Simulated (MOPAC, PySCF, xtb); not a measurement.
Ligands exchanged one at a time, Si C2H5-I. Gas-phase values, no solvent. One relaxed conformer stands for each flexible species; it need not be the lowest. Strings in code marks are SMILES.

Quantity: redistribution energy (mixed species minus the weighted end members), in kcal/mol. Semi-empirical values (MOPAC) are differences of heats of formation.

Level 1: PBE-D3(BJ)/def2-TZVP // B3LYP-D3(BJ)/def2-SVP (PySCF)
Level 2: B3LYP/LANL2DZ // B3LYP-D3(BJ)/def2-SVP (PySCF)
Level 3: GFN2-xTB (xtb)
Level 4: PM7 // B3LYP-D3(BJ)/def2-SVP (MOPAC)

```csv
species,level 1,level 2,level 3,level 4
1 of 4 C2H5 replaced by I: `CC[Si](CC)(I)CC`,-6.50,-10.2,-10.1,(withheld)
3 of 4 C2H5 replaced by I: `CC[Si](I)(I)I` (C–C–Si–I torsion 180°),-5.92,-9.38,(withheld),-3.63
"2 of 4 C2H5 replaced by I: `CC[Si](I)(I)CC` (C–C–Si–I torsion -59°, I–Si–C–C torsion 59°)",-8.48,(withheld),-12.6,-5.55
```

Question: Complete the blanks.

Answer: 
- 1 of 4 C2H5 replaced by I: `CC[Si](CC)(I)CC`, level 4: -4.72
- 3 of 4 C2H5 replaced by I: `CC[Si](I)(I)I` (C–C–Si–I torsion 180°), level 3: -8.89
- 2 of 4 C2H5 replaced by I: `CC[Si](I)(I)CC` (C–C–Si–I torsion -59°, I–Si–C–C torsion 59°), level 2: -12.9
